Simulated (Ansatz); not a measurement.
`[SiH3][SiH]1[O][AlH]1` + `[OH][Ge][OH]` → `[OH][Ge][O][SiH3]` + `[O]1[AlH][SiH2]1`  (cleavage of the Si–Si bond)

Program: Ansatz. Geometries: PBE0-D4/def2-TZVP. ΔE: electronic, gas phase. CCSD(T)/CBS adds triple-zeta CCSD(T) − MP2 to the extrapolated MP2 energy (def2 sets, frozen cores). For Ge outer-core shells are correlated without core-valence functions, which leaves a few kJ/mol of doubt a bond. Scalar relativity is left out up to krypton. Each species was taken in one conformer, which may not be the lowest.

| species | HF/def2-TZVPP energy (Eh) |
| --- | --- |
| `[SiH3][SiH]1[O][AlH]1` | -897.63727 |
| `[OH][Ge][OH]` | -2226.37978 |
| `[OH][Ge][O][SiH3]` | -2516.53623 |
| `[O]1[AlH][SiH2]1` | -607.53008 |

(1) Work out ΔE.

Largest T1 diagnostic among the species: 0.016.

## Answers

(1) ΔE = (-2516.53623) + (-607.53008) − (-897.63727) − (-2226.37978) = -0.04926 Eh = -1.34 eV. CCSD(T)/CBS gives -1.06 eV.

From BLYP to BHLYP (50 % exact exchange), in def2-TZVPP and without D4, ΔE moves by −0.20 eV. Leaving LDA and LC-ωPBE aside and taking each functional with its dispersion term where it has one, the values, not all of them listed here, spread over 0.39 eV, from BHLYP-D4 to PBE-D4. In def2-TZVPP, CCSD(T) changes the Hartree–Fock value by +0.26 eV (the triples alone add +0.04 eV) and MP2 by +0.19 eV.
